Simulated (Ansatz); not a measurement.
`P[SiH2]Cl` + `[OH][SbH2]` → `P[O][SbH2]` + `[SiH3]Cl`  (cleavage of the P–Si bond)

Isolated molecules relaxed with PBE0-D4/def2-TZVP in Ansatz; ΔE leaves out vibrations. CBS: MP2 limit from def2 TZ/QZ plus the TZ coupled-cluster correction, frozen cores. This one scheme is used for every species. Functionals use def2-TZVPP. B3LYP here is the variant with VWN-RPA as its local correlation; programs differ in this. def2 core potentials past Kr. For Sb outer-core shells are correlated without core-valence functions, which leaves a few kJ/mol of doubt a bond. One conformer a species, not always the lowest.

Task: Is it downhill or uphill in electronic energy at CCSD(T)/CBS, and by how much? (An estimate is asked.)

Result: The calculation gave: Uphill: ΔE = +7.6 kcal/mol.

Task: What do these levels give: B97M-V, PBE0-D4, B3LYP-D4, r2SCAN0-D4, BLYP, PBE0, r2SCAN0, MP2/def2-SVP, MP2/def2-TZVPP, CCSD/def2-TZVPP, HF/CBS(def2), CCSD/CBS(def2)? (Best estimate.)

Result: Ansatz gave: B97M-V 9.0, PBE0-D4 10.3, B3LYP-D4 6.6, r2SCAN0-D4 9.1, BLYP 6.7, PBE0 10.2, r2SCAN0 9.1, MP2/def2-SVP 7.3, MP2/def2-TZVPP 7.4, CCSD/def2-TZVPP 6.8, HF/CBS(def2) 1.6, CCSD/CBS(def2) 7.0 kcal/mol.

Largest T1 diagnostic among the species: 0.015.

From BLYP to BHLYP (50 % exact exchange), in def2-TZVPP and without D4, ΔE moves by −1.6 kcal/mol. In def2-TZVPP, CCSD(T) changes the Hartree–Fock value by +5.2 kcal/mol (the triples alone add +0.6 kcal/mol) and MP2 by +5.1 kcal/mol. Leaving LDA and LC-ωPBE aside and taking each functional with its dispersion term where it has one, the values, not all of them listed here, spread over 5.7 kcal/mol, from BHLYP-D4 to PBE-D4.
